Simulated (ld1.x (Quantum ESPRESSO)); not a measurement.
**Sc: TM pseudisation with LDA (PZ), scalar-relativistic reference atom.**

The input file (ld1.x (Quantum ESPRESSO) 7.5):

```
&input
   title='Sc', zed=21., rel=1, dft='PZ', iswitch=3,
   config='[Ar] 3d1 4s1.5 4p0.5',
   nld=3, rlderiv=1.95, eminld=-6.0, emaxld=5.0, deld=0.02
 /
 &inputp
   pseudotype=2, tm=.true., lloc=0,
   nlcc=.false.,
   file_pseudopw='Sc.UPF', file_wfcaegen='ae.wfc', file_wfcncgen='nc.wfc', file_beta='beta', file_chi='chi'
 /
3
3P  2  1   6.00   0.00  1.20  1.20  0.0
3D  3  2   1.00   0.00  1.80  1.80  0.0
3S  1  0   2.00   0.00  1.00  1.00  0.0
 &test
   configts(1)='3s2 3p6 3d1 4s1.5 4p0.5'
 /
```

Command:

```bash
ld1.x < Sc.in > Sc.out
```

Output (shortened: banner, matrices, multipoles, cross overlaps and the repeated all-electron block are left out):

```
Program LD1 v.7.5
     --------------------------- All-electron run ----------------------------

     Sc
     scalar relativistic calculation

     atomic number is 21.00
     dft =PZ   lsd =0 sic =0 latt =0  beta=0.20 tr2=1.0E-14
     Exchange-correlation= PZ
                           (   1   1   0   0   0   0   0)
     mesh =1173 r(mesh) = 100.03074 a.u. xmin = -7.00 dx = 0.01250
     1 Ry =  13.60569312 eV, c = 137.03599908

     n l     nl                  e(Ry)          e(Ha)          e(eV)
     1 0     1S 1( 2.00)      -322.3536      -161.1768     -4385.8435
     2 0     2S 1( 2.00)       -34.8102       -17.4051      -473.6169
     2 1     2P 1( 6.00)       -28.5682       -14.2841      -388.6895
     3 0     3S 1( 2.00)        -4.0695        -2.0347       -55.3683
     3 1     3P 1( 6.00)        -2.5150        -1.2575       -34.2190
     3 2     3D 1( 1.00)        -0.2949        -0.1475        -4.0125
     4 0     4S 1( 1.50)        -0.3434        -0.1717        -4.6724
     4 1     4P 1( 0.50)        -0.1346        -0.0673        -1.8319

     final scf error:  4.2E-15 reached in  34 iterations

     Etot =   -1524.531093 Ry,    -762.265547 Ha,  -20742.302213 eV

     Ekin =    1535.201648 Ry,     767.600824 Ha,   20887.482504 eV
     Encl =   -3624.230904 Ry,   -1812.115452 Ha,  -49310.173487 eV
     Eh   =     638.638309 Ry,     319.319155 Ha,    8689.116855 eV
     Exc  =     -74.140147 Ry,     -37.070073 Ha,   -1008.728086 eV

     normalization and overlap integrals

     s(1S/1S) =  1.000000  <r> =   0.0732  <r2> =    0.0072  r(max) =   0.0476
     s(2S/2S) =  1.000000  <r> =   0.3446  <r2> =    0.1405  r(max) =   0.2845
     s(2P/2P) =  1.000000  <r> =   0.3082  <r2> =    0.1174  r(max) =   0.2329
     s(3S/3S) =  1.000000  <r> =   1.0769  <r2> =    1.3400  r(max) =   0.9213
     s(3P/3P) =  1.000000  <r> =   1.1702  <r2> =    1.6173  r(max) =   0.9685
     s(3D/3D) =  1.000000  <r> =   1.8186  <r2> =    4.5012  r(max) =   1.0974
     s(4S/4S) =  1.000000  <r> =   3.6446  <r2> =   15.2929  r(max) =   3.0207
     s(4P/4P) =  1.000000  <r> =   4.9192  <r2> =   28.2673  r(max) =   3.9768

     ------------------------ End of All-electron run ------------------------

     --------------------- Generating NC pseudopotential ---------------------

      Generating local pot.: lloc=0, matching radius rcloc =   1.0000

      Wfc   3P  rcut= 1.198  Using Troullier-Martins method

      Wfc   3D  rcut= 1.787  Using Troullier-Martins method

     ------------------- End of pseudopotential generation -------------------

     Computing logarithmic derivative in   1.93818
     Computing logarithmic derivative in   1.93818
     Computing the partial wave expansion
       no projector for channel:   0
     R is outside the sphere for l=    1 j= 0.00
     R is outside the sphere for l=    2 j= 0.00

     ---------------------- Testing the pseudopotential ----------------------

     Sc
     scalar relativistic calculation

     atomic number is 21.00   valence charge is 11.00
     dft =PZ   lsd =0 sic =0 latt =0  beta=0.20 tr2=1.0E-14
     mesh =1173 r(mesh) = 100.03074 xmin = -7.00 dx = 0.01250

     n l     nl             e AE (Ry)        e PS (Ry)    De AE-PS (Ry)
     1 0     3S   1( 2.00)       -4.06949       -4.06956        0.00007
     2 1     3P   1( 6.00)       -2.51505       -2.51508        0.00003
     3 2     3D   1( 1.00)       -0.29492       -0.29492       -0.00000
     2 0     4S   1( 1.50)       -0.34341       -0.34559        0.00217
     3 1     4P   1( 0.50)       -0.13464       -0.13499        0.00035

     eps = 9.6E-15  iter = 14

     Etot =   -1524.531093 Ry,    -762.265547 Ha,  -20742.302213 eV
     Etotps =   -92.759672 Ry,     -46.379836 Ha,   -1262.059637 eV

     Ekin =      35.382672 Ry,      17.691336 Ha,     481.405776 eV
     Encl =    -181.646014 Ry,     -90.823007 Ha,   -2471.419921 eV
     Ehrt =      72.236078 Ry,      36.118039 Ha,     982.821913 eV
     Ecxc =     -11.527860 Ry,      -5.763930 Ha,    -156.844520 eV
     Epseu=      -7.204549 Ry,      -3.602275 Ha,     -98.022885 eV

     ---------------------- End of pseudopotential test ----------------------
```

Generation and configuration tests took about 2 s on one core of a shared server CPU.
